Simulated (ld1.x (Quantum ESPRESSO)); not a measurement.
## arsenic, TM: configuration errors across variants

```
Element                 : arsenic (As)
Generator               : ld1.x (Quantum ESPRESSO) 7.5
Type                    : norm-conserving Troullier–Martins (Kleinman–Bylander form)
Functional              : LDA (PZ)
Relativity              : fully relativistic
Frozen core             : [Ar] 3d10
Valence charge          : 5
Reference configuration : 4s2 4p3
Partial waves           : 4s (bound): rc 1.65 bohr; 4d channel at 0.05 Ry: rc 1.70 bohr; 4p (bound): rc 1.70 bohr
Local potential         : the p channel
Core correction         : Bessel-smoothed model core, default radius (core density twice the valence density)
```

Open shells are filled in proportion to 2j + 1 (rel_dist='average').

All-electron excitation energies from the reference (eV): (1) 4s2 4p2 9.329; (2) 4s2 4p1 27.495; (3) 4s2 4p0 55.540; (4) 4s1 4p3 19.485; (5) 4s1 4p4 9.477; (6) 4s2 4p3.3 -1.279; (7) 4s2 4p2.5 3.638.

A true bound ghost makes a file unfit for plane-wave use even where its test errors are small: the radial tests pick states by their node count and pass the ghost by.

Errors AE − PS in meV (a dash: test not solved or not reliable):

| change | (1) | (2) | (3) | (4) | (5) | (6) | (7) | bound ghosts |
| --- | --- | --- | --- | --- | --- | --- | --- | --- |
| base | 0.0 | -19 | -100 | -16 | -10 | -0.8 | +0.9 | d3/2, d5/2 |
| wave 4s (bound): rc 1.65 bohr becomes 4s (bound): rc 1.10 bohr | +0.2 | -16 | -85 | -24 | -21 | -0.8 | +0.9 | s, d3/2, d5/2 |
| wave 4s (bound): rc 1.65 bohr becomes 4s (bound): rc 1.18 bohr | +0.1 | -17 | -89 | -21 | -16 | -0.8 | +0.9 | s, d3/2, d5/2 |
| wave 4s (bound): rc 1.65 bohr becomes 4s (bound): rc 1.36 bohr | 0.0 | -19 | -99 | -16 | -11 | -0.8 | +0.9 | d3/2, d5/2 |
| wave 4s (bound): rc 1.65 bohr becomes 4s (bound): rc 1.66 bohr | 0.0 | -19 | -100 | -16 | -10 | -0.8 | +0.9 | d3/2, d5/2 |
| wave 4s (bound): rc 1.65 bohr becomes 4s (bound): rc 1.84 bohr | +0.1 | -18 | -95 | -18 | -12 | -0.8 | +0.9 | d3/2, d5/2 |
| wave 4s (bound): rc 1.65 bohr becomes 4s (bound): rc 1.96 bohr | +0.4 | -15 | -85 | -23 | -16 | -0.8 | +1.0 | d3/2, d5/2 |
| wave 4s (bound): rc 1.65 bohr becomes 4s (bound): rc 2.16 bohr | +1.2 | -8.8 | -58 | -34 | -26 | -0.7 | +1.1 | d3/2, d5/2 |
| wave 4s (bound): rc 1.65 bohr becomes 4s (bound): rc 2.36 bohr | +2.2 | -0.9 | -27 | -47 | -37 | -0.7 | +1.3 | d3/2, d5/2 |
| wave 4s (bound): rc 1.65 bohr becomes 4s (bound): rc 2.48 bohr | +3.0 | +5.8 | -1.4 | -58 | -46 | -0.7 | +1.4 | d3/2, d5/2 |

**Question.** Give the same row for: wave 4s (bound): rc 1.65 bohr becomes 4s (bound): rc 1.50 bohr.

**Answer.** 0.0, -19, -100, -15, -9.9, -0.8, +0.9; bound ghosts: d3/2, d5/2.
